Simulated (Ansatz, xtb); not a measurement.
## C6H7FGe: which of two isomers lies lower

Structure I: `C#[C][Ge]1([F])[CH2]C=C[CH2]1`, a singlet. Structure II: `CC#[C][GeH]([F])[C]#CC`, a singlet. Both are isolated molecules in the gas phase, relaxed with B3LYP-D3(BJ)/def2-SVP; the shapes shown needn't be the lowest conformers.

I (Å):

```xyz
15

C    -3.6924   -0.0511   -0.7242
C    -2.5351    0.1123   -0.3864
C    -0.4551    1.0630    1.9965
C     0.4675    0.0289    2.6017
C     0.8247   -1.0676    1.9095
C     0.3145   -1.2999    0.5051
F     0.0426    1.3403   -1.0019
Ge   -0.7410    0.3271    0.1988
H    -4.7137   -0.1909   -1.0294
H    -1.3969    1.1679    2.5603
H     0.0070    2.0632    1.9505
H     0.8466    0.1870    3.6173
H     1.4962   -1.8079    2.3582
H    -0.2950   -2.2153    0.4248
H     1.1320   -1.3906   -0.2296
```

II (Å):

```
atom    x (Å)    y (Å)    z (Å)
   C   3.2097  -0.8716   1.1594
   C   1.9363  -0.2486   1.4892
   C   0.8693   0.2689   1.7677
   C  -2.1699   0.4100   1.1024
   C  -3.0647  -0.0161   0.3942
   C  -4.1343  -0.5301  -0.4485
   F  -1.1627   0.6471   3.8413
  Ge  -0.7810   1.0835   2.1899
   H   3.7327  -0.3071   0.3702
   H   3.0645  -1.9032   0.7996
   H   3.8695  -0.9093   2.0415
   H  -0.7045   2.6134   2.1653
   H  -5.0866  -0.5690   0.1051
   H  -3.9053  -1.5486  -0.8021
   H  -4.2834   0.1110  -1.3327
```

**Question.** Which of the two would you expect CCSD(T)/def2-SVP + ΔMP2/def2-TZVPP electronic energies to favour?

**Answer.** Structure I; the calculation gives E(II) − E(I) = +1.005 eV.

How the difference moves with the method:

```csv
level,geometry,E(II) − E(I) (eV),departure from the last row (eV),"job, with rough time for the two"
GFN2-xTB,GFN2-xTB,+0.370,−0.635,"optimisation, 0.21 s"
HF/STO-3G,GFN2-xTB,+0.969,−0.036,"single point, 0.64 s"
r2SCAN-D4/def2-SVP,GFN2-xTB,+0.989,−0.016,"single point, 5.4 s"
B3LYP-D3(BJ)/def2-SVP,B3LYP-D3(BJ)/def2-SVP,+0.979,−0.026,"optimisation, 65 s"
HF/def2-SVP,B3LYP-D3(BJ)/def2-SVP,+0.641,−0.364,part of the CCSD(T) run
MP2/def2-SVP,B3LYP-D3(BJ)/def2-SVP,+0.860,−0.145,part of the CCSD(T) run
CCSD(T)/def2-SVP,B3LYP-D3(BJ)/def2-SVP,+0.901,−0.105,single point
CCSD(T)/def2-SVP + ΔMP2/def2-TZVPP,B3LYP-D3(BJ)/def2-SVP,+1.005,,"single point, 3.7 min"
```

As drawn, II has 1 C≡C, 1 Ge–H in place of 1 C–Ge, 1 C=C, 1 C–H. Structure I has a 5-membered ring, II no ring.

None of the levels shown reverses the order. The largest departure from CCSD(T)/def2-SVP + ΔMP2/def2-TZVPP is that of GFN2-xTB, 0.635 eV. A small imaginary or near-zero mode remains, so no thermal terms are given. The last row adds to CCSD(T) the change of the MP2 difference between the two basis sets, here +0.105 eV.

The correlated steps freeze 16 core orbitals; the filled d shell of Ge is correlated, in a basis made for valence electrons. Run with Ansatz 0.2.0, xtb 6.7.1; the last row on 4 threads of Arm Neoverse V1 on a shared host.
